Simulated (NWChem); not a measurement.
Program: NWChem. System: I$_{2}$Si, charge 0, spin multiplicity 1, at a geometry optimised with B3LYP/def2-SVP with def2 effective core potentials on I. The structure started from a generated list of species. Level: MP2/def2-TZVPP with def2 effective core potentials on I, 13 core orbitals frozen.

The NWChem input:

```
start mol
memory heap 200 mb stack 900 mb global 1100 mb
geometry units angstroms nocenter noautoz
  Si     0.000000     0.000000     1.360185
  I     -1.986786     0.000000    -0.179647
  I      1.986786     0.000000    -0.179647
  symmetry group C2v
end
basis spherical
  * library def2-tzvpp
end
ecp
  I library def2-ecp
end
scf
  rhf
  nopen 0
  maxiter 100
  thresh 1e-7
  semidirect memsize 60000000 filesize 0
end
mp2
  freeze core 13
end
task mp2 energy
```

NWChem printed:

```
             Northwest Computational Chemistry Package (NWChem) 7.3.0
             --------------------------------------------------------

                                NWChem Input Module
                                -------------------

 Scaling coordinates for geometry "geometry" by  1.889725989
 (inverse scale =  0.529177249)

 Turning off AUTOSYM since
 SYMMETRY directive was detected!

                             Geometry "geometry" -> ""
                             -------------------------

 Output coordinates in angstroms (scale by  1.889725989 to convert to a.u.)

  No.       Tag          Charge          X              Y              Z
 ---- ---------------- ---------- -------------- -------------- --------------
    1 Si                  14.0000     0.00000000     0.00000000     1.36018500
    2 I                   53.0000    -1.98678600     0.00000000    -0.17964700
    3 I                   53.0000     1.98678600     0.00000000    -0.17964700

 Effective nuclear repulsion energy (a.u.)     686.5010151989

            Nuclear Dipole moment (a.u.)
            ----------------------------
        X                 Y               Z
 ---------------- ---------------- ----------------
     0.0000000000     0.0000000000     0.0000151178

      Symmetry information
      --------------------

 Group name             C2v
 Group number             16
 Group order               4
 No. of unique centers     2

      Symmetry unique atoms

     1    2


 Summary of "ao basis" -> "" (spherical)
 ------------------------------------------------------------------------------
       Tag                 Description            Shells   Functions and Types
 ---------------- ------------------------------  ------  ---------------------
 *                         def2-tzvpp                 on all atoms

 Summary of "ao basis" -> "ao basis" (spherical)
 ------------------------------------------------------------------------------
       Tag                 Description            Shells   Functions and Types
 ---------------- ------------------------------  ------  ---------------------
 Si                        def2-tzvpp               14       42   5s5p3d1f
 I                         def2-tzvpp               16       50   6s5p3d2f

                                 NWChem SCF Module
                                 -----------------

  ao basis        = "ao basis"
  functions       =   142
  atoms           =     3
  closed shells   =    32
  open shells     =     0
  charge          =   0.00
  wavefunction    = RHF
  use symmetry    = T
  symmetry adapt  = T

 Summary of "ao basis" -> "ao basis" (spherical)
 ------------------------------------------------------------------------------
       Tag                 Description            Shells   Functions and Types
 ---------------- ------------------------------  ------  ---------------------
 Si                        def2-tzvpp               14       42   5s5p3d1f
 I                         def2-tzvpp               16       50   6s5p3d2f

      Symmetry analysis of basis
      --------------------------

        a1         51
        a2         21
        b1         43
        b2         27

 Forming initial guess at       0.1s

      Superposition of Atomic Density Guess
      -------------------------------------

 Sum of atomic energies:        -983.15907365

      Non-variational initial energy
      ------------------------------

 Total energy =    -882.371828
 1-e energy   =   -1896.138262
[...]
    19      0.662848  1 Si py                16      0.383995  1 Si py
    62     -0.216670  2 I  py               112     -0.216670  3 I  py

 Vector   34  Occ=0.000000D+00  E= 6.086839D-02  Symmetry=a1
              MO Center=  7.0D-14, -2.1D-15,  6.7D-01, r^2= 7.8D+00
   Bfn.  Coefficient  Atom+Function         Bfn.  Coefficient  Atom+Function
  ----- ------------  ---------------      ----- ------------  ---------------
    20     -0.907876  1 Si pz                 5      0.856880  1 Si s
    61     -0.545225  2 I  px               111      0.545225  3 I  px
    48     -0.526245  2 I  s                 98     -0.526245  3 I  s
    17     -0.296915  1 Si pz                 4      0.263439  1 Si s
    63     -0.223661  2 I  pz               113     -0.223661  3 I  pz

 Vector   35  Occ=0.000000D+00  E= 7.882144D-02  Symmetry=b1
              MO Center=  8.7D-15,  7.6D-17,  8.8D-01, r^2= 7.5D+00
   Bfn.  Coefficient  Atom+Function         Bfn.  Coefficient  Atom+Function
  ----- ------------  ---------------      ----- ------------  ---------------
    18      1.243707  1 Si px                48      0.678726  2 I  s
    98     -0.678726  3 I  s                 63      0.477996  2 I  pz
   113     -0.477996  3 I  pz                61      0.378524  2 I  px
   111      0.378524  3 I  px                15      0.344855  1 Si px
    60      0.154919  2 I  pz               110     -0.154919  3 I  pz

 center of mass
 --------------
 x =   0.00000000 y =   0.00000000 z =  -0.05057161

 moments of inertia (a.u.)
 ------------------
         213.368709083597           0.000000000000           0.000000000000
           0.000000000000        3790.977428524019           0.000000000000
           0.000000000000           0.000000000000        3577.608719440423

  Mulliken analysis of the total density
  --------------------------------------

    Atom       Charge   Shell Charges
 -----------   ------   -------------------------------------------------------
    1 Si  14    13.57   2.00  0.60  1.37  1.19  0.65  4.10  1.74  0.36  0.96  0.35  0.00  0.06  0.18  0.03
    2 I   25    25.21   0.19 -0.77  1.58  1.01  1.08  0.85 -0.49  6.45  1.33  2.90  1.04  9.23  0.76  0.05  0.01  0.00
    3 I   25    25.21   0.19 -0.77  1.58  1.01  1.08  0.85 -0.49  6.45  1.33  2.90  1.04  9.23  0.76  0.05  0.01  0.00

       Multipole analysis of the density wrt the origin
       ------------------------------------------------

     L   x y z        total         open         nuclear
     -   - - -        -----         ----         -------
     0   0 0 0     -0.000000      0.000000     64.000000

     1   1 0 0     -0.000000      0.000000      0.000000
     1   0 1 0     -0.000000      0.000000      0.000000
     1   0 0 1      0.449963      0.000000     19.011097

     2   2 0 0    -52.138662      0.000000    704.806431
     2   1 1 0     -0.000000      0.000000      0.000000
     2   1 0 1     -0.000000      0.000000      0.000000
     2   0 2 0    -49.261262      0.000000      0.000000
     2   0 1 1      0.000000      0.000000      0.000000
     2   0 0 2    -49.866322      0.000000     98.258183

                   NWChem MP2 Semi-direct Energy/Gradient Module
                   ---------------------------------------------

  Basis functions       =    142
  Molecular orbitals    =    142
  Frozen core           =     13
  Frozen virtuals       =      0
  Active alpha occupied =     19
  Active beta occupied  =     19
  Active alpha virtual  =    110
  Active beta virtual   =    110
  Use MO symmetry       = T
  Use skeleton AO sym   = T

  AO/Fock/Back tols     =   1.0D-09  1.0D-09  1.0D-09

 GA uses MA = F    GA memory limited = T

 Available:
  local mem=  1.26D+08
 global mem=  1.44D+08
 local disk=  0.00D+00
  mp2_memr nvloc                   110
  nvloc new                   110
   1 passes of  19:        5242880                     145592                  66468521.
   1 passes of  19: M    126136811           G      144138872           F     120893931.

 Semi-direct pass number   1 of   1  for RHF alpha+beta  at        3.8s
  vrange nnbf                  9349
  mp2_eaftype                   253  avail_ma_in_mb                  1099
 EAF : mp2_eaftype filesize         253   33234260.
  mp2_eaf for mointskh                    253
Node 0 wrote    156.3 Mb in      0.0 s     Agg I/O rate:  3392.9 Mb/s
 Done moints_semi at       11.8s
  mp2_eaftype                   253  avail_ma_in_mb                   846
 EAF : mp2_eaftype filesize         253   33234260.
  mp2_eaf for kh                   253
 Done maket at       12.2s
 Done multipass loop at       12.2s

          -------------------------------------------
          SCF energy                -882.310903119289
          Correlation energy          -1.087563571980
          Singlet pairs               -0.501564781146
          Triplet pairs               -0.585998790834
          Total MP2 energy          -883.398466691269
          -------------------------------------------

          ---------------------------------------------------
                    Spin Component Scaled (SCS) MP2
          Same spin pairs                     -0.390665860556
          Same spin scaling factor             0.333333333333
          Opposite spin pairs                 -0.696897711424
          Opposite spin scaling fact.          1.200000000000
          SCS-MP2 correlation energy          -0.966499207228
          Total SCS-MP2 energy              -883.277402326517
          ---------------------------------------------------

 -----------------------
 Performance information
 -----------------------

 Timer overhead =  1.64D-07 seconds/call

               Nr. of calls         CPU time (s)                 Wall time (s)                GFlops
             ---------------    -------------------     ------------------------------   -------------------
Name         Min   Avg   Max    Min     Avg     Max     Min     Avg     Max   Mx/calls   Min     Max     Sum
mp2: moin     1     1     1    7.9     7.9     7.9      7.9     7.9     7.9     7.9      0.0     0.0     0.0
mp2: make     1     1     1   0.43    0.43    0.43     0.43    0.43    0.43    0.43      0.0     0.0     0.0
mp2: tota     1     1     1    8.5     8.5     8.5      8.5     8.5     8.5     8.5      0.0     0.0     0.0

 The average no. of pstat calls per process was 3.00D+00
 with a timing overhead of 4.93D-07s

 Task  times  cpu:       12.2s     wall:       12.2s

 Total times  cpu:       12.2s     wall:       12.2s
```
